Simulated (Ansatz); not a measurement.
Cost and result for the atomization energy of `C[SiH]1CO[SiH2]1` (13 atoms, 13 bonds).

Z-matrix (Å, degrees):
```
C
Si 1 1.871
H 1 1.092 2 110.8
H 1 1.093 2 110.7 3 -120.0
H 1 1.093 2 110.8 3 120.4
C 2 1.928 1 115.9 3 -48.4
Si 2 2.325 1 121.7 3 35.1
H 2 1.491 1 110.1 3 -179.0
O 6 1.446 2 101.3 1 116.5
H 6 1.095 2 114.1 1 -1.0
H 6 1.094 2 114.5 1 -125.8
H 7 1.492 2 120.9 1 0.8
H 7 1.490 2 121.6 1 140.8
```

The species carries charge 0 and has multiplicity 1. Geometry: relaxed with PBE0-D4/def2-TZVP. Program: Ansatz. All runs use 4 threads of an Arm Neoverse V2 on a shared host. Times are those of one run each, without the atoms' runs, and a repeat can differ threefold. Electronic energies, without spin–orbit coupling; frozen cores. CCSD(T)/CBS adds CCSD(T) − MP2 in def2-TZVPP to the MP2 limit, and its time is that of the two runs behind it. T1 = 0.012. B3LYP takes the VWN-RPA correlation (the form of Gaussian; ORCA's B3LYP/G).

CCSD(T)/CBS is a level of theory with its own doubt, some kJ/mol a heavy atom from the limit and from the frozen cores, so smaller differences don't rank the functionals.

| level | functions | wall time | atomization (kJ/mol) | difference from CCSD(T)/CBS | per bond |
| --- | --- | --- | --- | --- | --- |
| PBE-D4/def2-TZVPP (with forces) | 289 | 2.8 s | 4722.9 | 45.3 | 3.5 |
| PBE0-D4/def2-TZVPP | 289 | 3.3 s | 4667.3 | -10.3 | -0.8 |
| r2SCAN-D4/def2-TZVPP (with forces) | 289 | 5.5 s | 4684.8 | 7.2 | 0.6 |
| B3LYP-D4/def2-TZVPP (with forces) | 289 | 5.5 s | 4665.5 | -12.1 | -0.9 |
| B2PLYP/def2-TZVPP | 289 | 7 s | 4613.1 | -64.5 | -5.0 |
| ωB97X-V/def2-TZVPP | 289 | 9 s | 4702.4 | 24.8 | 1.9 |
| ωB97M-V/def2-TZVPP (with forces) | 289 | 14 s | 4685.8 | 8.2 | 0.6 |
| MP2/def2-QZVPP | 551 | 31 s | 4671.7 | -5.9 | -0.5 |
| CCSD(T)/def2-TZVPP | 289 | 4 min | 4556.1 | -121.5 | -9.3 |
| CCSD(T)/CBS(def2) | – | 4.5 min | 4677.6 | 0.0 | 0.0 |

The D4 term adds +47.1 kJ/mol with B3LYP and +24.8 kJ/mol with PBE0; it sums over pairs of atoms, weighted by their polarisabilities, and B3LYP, whose exchange is more repulsive, gets the larger term. In def2-TZVPP, CCSD(T) changes the Hartree–Fock value by +1104.1 kJ/mol (the triples alone add +61.0 kJ/mol) and MP2 by +1147.3 kJ/mol; breaking electron pairs costs correlation energy, which Hartree–Fock lacks. From PBE to PBE0 (25 % exact exchange), in def2-TZVPP and without D4, the atomization energy moves by −51.2 kJ/mol: exact exchange takes away binding that semilocal exchange gives to molecules.
